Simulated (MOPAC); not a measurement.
Input file for MOPAC: PM7 on CH5GeN (SMILES [CH3][Ge][NH2]), a point of a bond scan (R = 1.010 Å).

```
PM7 1SCF PRECISE CHARGE=0 THREADS=1
CH5GeN

Ge    -0.21703830 1    -0.01007012 1     0.44524688 1
C      0.73026279 1     1.39571344 1    -0.65095540 1
H      0.39073173 1     2.39683126 1    -0.38074917 1
H      0.59421149 1     1.25013447 1    -1.72469069 1
H      1.80124161 1     1.34067309 1    -0.42974829 1
N     -0.03643845 1    -1.35482851 1    -0.78605328 1
H      0.40264891 1    -1.26537759 1    -1.69147724 1
H     -0.37011551 1    -2.29049868 1    -0.61312951 1
```

Output:

```
*******************************************************************************
 **                                                                           **
 **                              MOPAC v23.2.5                                **
 **                                                                           **
 *******************************************************************************
 ** MOPAC's Digital Object Identifier: https://doi.org/10.5281/zenodo.6511958 **
 **                                                                           **
 ** Please cite the open-source release paper for use of this MOPAC version:  **
 ** J. E. Moussa and J. J. P. Stewart (2026)                                  **
 ** MOPAC: An open-source semiempirical molecular orbital program             **
 ** J. Open Source Softw., 11(119), 8025, https://doi.org/10.21105/joss.08025 **
 *******************************************************************************

                              PM7 CALCULATION RESULTS

 *******************************************************************************
 *  PM7        - The PM7 Hamiltonian to be used
 *
 *
 *
 *                 CHARGE ON SYSTEM = 0
 *
 *
 *
 *  PRECISE    - TIGHTER CRITERIA TO BE USED
 *  1SCF       - DO 1 SCF AND THEN STOP
 *  THREADS=1  - MULTI-THREADING NOT USED
 *  T=         - A TIME OF 172800.0 SECONDS REQUESTED
 *  DUMP=N     - RESTART FILE WRITTEN EVERY 7200.0 SECONDS REQUESTED
 *******************************************************************************
PM7 1SCF PRECISE CHARGE=0 THREADS=1
 CH5GeN

   ATOM   CHEMICAL          X               Y               Z
  NUMBER   SYMBOL      (ANGSTROMS)     (ANGSTROMS)     (ANGSTROMS)

     1      Ge         -0.21703830  *  -0.01007012  *   0.44524688  *
     2       C          0.73026279  *   1.39571344  *  -0.65095540  *
     3       H          0.39073173  *   2.39683126  *  -0.38074917  *
     4       H          0.59421149  *   1.25013447  *  -1.72469069  *
     5       H          1.80124161  *   1.34067309  *  -0.42974829  *
     6       N         -0.03643845  *  -1.35482851  *  -0.78605328  *
     7       H          0.40264891  *  -1.26537759  *  -1.69147724  *
     8       H         -0.37011551  *  -2.29049868  *  -0.61312951  *



          CARTESIAN COORDINATES

    NO.       ATOM           X           Y           Z

     1        Ge         -0.2170     -0.0101      0.4452
     2         C          0.7303      1.3957     -0.6510
     3         H          0.3907      2.3968     -0.3807
     4         H          0.5942      1.2501     -1.7247
     5         H          1.8012      1.3407     -0.4297
     6         N         -0.0364     -1.3548     -0.7861
     7         H          0.4026     -1.2654     -1.6915
     8         H         -0.3701     -2.2905     -0.6131

 General Reference for PM7:
 "Optimization of Parameters for Semiempirical Methods VI: More Modifications to the
 NDDO Approximations and Re-optimization of Parameters", J. J. P. Stewart, J. Mol. Mod., 1:32, 19 (2013)
 https://link.springer.com/article/10.1007/s00894-012-1667-x

           Empirical Formula: C H5 N Ge  =     8 atoms



      MOLECULAR POINT GROUP   :   C1


      RHF CALCULATION, NO. OF DOUBLY OCCUPIED LEVELS = 9


 -------------------------------------------------------------------------------
 PM7 1SCF PRECISE CHARGE=0 THREADS=1
 CH5GeN



     1SCF WAS SPECIFIED, SO BFGS WAS NOT USED
     SCF FIELD WAS ACHIEVED


                              PM7 CALCULATION
                                                       MOPAC v23.2.5 Linux




          FINAL HEAT OF FORMATION =         24.98520 KCAL/MOL =     104.53808 KJ/MOL


          COSMO AREA              =        107.65 SQUARE ANGSTROMS
          COSMO VOLUME            =         95.93 CUBIC ANGSTROMS

          IONIZATION POTENTIAL    =          8.487596 EV
          HOMO LUMO ENERGIES (EV) =         -8.488 -0.701
          NO. OF FILLED LEVELS    =          9
          MOLECULAR WEIGHT        =        103.6472         POINT GROUP:  C1

          MOLECULAR DIMENSIONS (Angstroms)

            Atom       Atom       Distance
            H     8    H     3     4.75436
           Ge     1    H     4     2.31335
            H     5    H     3     1.50594


          SCF CALCULATIONS        =          1





   ATOM   CHEMICAL          X               Y               Z
  NUMBER   SYMBOL      (ANGSTROMS)     (ANGSTROMS)     (ANGSTROMS)

     1      Ge         -0.21703830  *  -0.01007012  *   0.44524688  *
     2       C          0.73026279  *   1.39571344  *  -0.65095540  *
     3       H          0.39073173  *   2.39683126  *  -0.38074917  *
     4       H          0.59421149  *   1.25013447  *  -1.72469069  *
     5       H          1.80124161  *   1.34067309  *  -0.42974829  *
     6       N         -0.03643845  *  -1.35482851  *  -0.78605328  *
     7       H          0.40264891  *  -1.26537759  *  -1.69147724  *
     8       H         -0.37011551  *  -2.29049868  *  -0.61312951  *

                             CARTESIAN COORDINATES

   1   Ge       -0.217038300    -0.010070120     0.445246880
   2    C        0.730262790     1.395713440    -0.650955400
   3    H        0.390731730     2.396831260    -0.380749170
   4    H        0.594211490     1.250134470    -1.724690690
   5    H        1.801241610     1.340673090    -0.429748290
   6    N       -0.036438450    -1.354828510    -0.786053280
   7    H        0.402648910    -1.265377590    -1.691477240
   8    H       -0.370115510    -2.290498680    -0.613129510


           Empirical Formula: C H5 N Ge  =     8 atoms



      MOLECULAR POINT GROUP   :   C1


                  EIGENVALUES
 -33.98009 -23.47687 -16.80154 -16.11037 -13.36078 -13.28728 -11.28806  -9.51801
  -8.48760  -0.70138   0.78358   1.79899   6.02551   6.22945   6.32727   7.35373
   7.61203


              NET ATOMIC CHARGES AND DIPOLE CONTRIBUTIONS

  ATOM NO.   TYPE          CHARGE      No. of ELECS.   s-Pop       p-Pop
    1         Ge           0.470366        3.5296     1.73066     1.79897
    2          C          -0.655962        4.6560     1.06159     3.59437
    3          H           0.152214        0.8478     0.84779
    4          H           0.151403        0.8486     0.84860
    5          H           0.153428        0.8466     0.84657
    6          N          -0.791507        5.7915     1.59334     4.19817
    7          H           0.258865        0.7411     0.74113
    8          H           0.261194        0.7388     0.73881
 DIPOLE           X         Y         Z       TOTAL
 POINT-CHG.    -0.571    -0.067     1.324     1.443
 HYBRID         1.009    -0.385    -2.306     2.546
 SUM            0.438    -0.452    -0.982     1.166


          ATOMIC ORBITAL ELECTRON POPULATIONS

     Atom    s        px        py        pz
    1 Ge   1.73066   0.46379   0.52172   0.81346
    2  C   1.06159   1.19337   1.20921   1.19180
    3  H   0.84779
    4  H   0.84860
    5  H   0.84657
    6  N   1.59334   1.60299   1.27891   1.31627
    7  H   0.74113
    8  H   0.73881

 **********************
 *                    *
 * JOB ENDED NORMALLY *
 *                    *
 **********************




 == MOPAC DONE ==
```

The run finished.

Cost: roughly 0.04 core-seconds.
